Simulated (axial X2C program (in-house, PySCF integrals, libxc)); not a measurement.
MnS⁻ along the bond: B97-3, two-component

Calculated with an in-house all-electron X2C program for linear molecules (integrals from PySCF). Two-component (2c) means X2C with spin–orbit coupling and atomic mean-field two-electron Coulomb and Gaunt terms. Basis: Mn dyall-acv3z [10s11p7d4f2g], S dyall-av3z [9s8p3d2f] (cores contracted in-house); Gaussian nuclei, density fitting, unrestricted open shells. Masses: Mn 54.938 u, S 31.972 u.

State: Ω = 3 (⟨Sz⟩ = 3.00, ⟨Lz⟩ = 0.00 at B97-3). Dipoles are positive if S is the positive end and refer to the centre of mass.

```csv
R (Å),μ (D),HOMO (eV),LUMO (eV)
1.977,-1.047,0.19,0.99
2.043,-1.667,0.07,1.01
2.108,-2.234,-0.05,1.01
2.173,-2.762,-0.16,1.02
2.249,-3.337,-0.27,1.05
2.325,-3.871,-0.38,1.08
2.423,-4.505,-0.51,1.13
```

**Question.** The minimum lies at 2.202 Å. What is the dipole moment there?

**Answer.** At B97-3, 2c, with the sign and origin stated: μ = -2.99 D.

The state is one determinant whose occupation by symmetry is held fixed; it was picked as the lowest of a PBE0 search that is not exhaustive. Density functionals use the spin component along the axis (collinear). PBE0 can misorder states that lie within some tenths of an eV, so this need not be the ground state of the molecule. The nearest other 2c determinant of the search, Ω = 2, lies 0.28 eV up at the distance of the search. With several unpaired electrons one determinant need not be a pure state. Open-shell Ω = 0 determinants with evenly filled partner blocks cannot be reached by this program, so the Ω shown need not be the lowest component. The highest occupied level of some functionals is positive through self-interaction error; at Hartree–Fock it is bound. The LUMO of an anion is an unbound level whose energy the basis sets.
